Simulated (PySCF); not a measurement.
CdHBr, SMILES [Br][CdH]. Atoms are numbered in the order given.

```xyz
3

Cd     0.0000     0.0000    -0.9978
H      0.0000     0.0000    -2.6564
Br     0.0000     0.0000     1.4443
```
Charge 0, spin multiplicity 1.

Geometry optimised at B3LYP-D3(BJ)/def2-TZVP. The def2 effective core potentials stand for the cores of Cd; spin–orbit coupling is left out.

Computed with PySCF with r2SCAN/def2-TZVPD.

```yaml
total_energy: -2742.60771 hartree
point_group: C∞v
highest_occupied_level: -7.15 eV
lowest_empty_level: -1.63 eV
orbital_gap: 5.52 eV
dipole_moment: 0.473 e·Å
quadrupole, principal values (traceless, Buckingham form, about the centre of nuclear charge): -5.08, 2.54, 2.54 D·Å
mean_static_polarisability: 55.9 bohr³ (8.29 Å³)
polarisability_principal_values: 45.1, 45.1, 77.7 bohr³
```
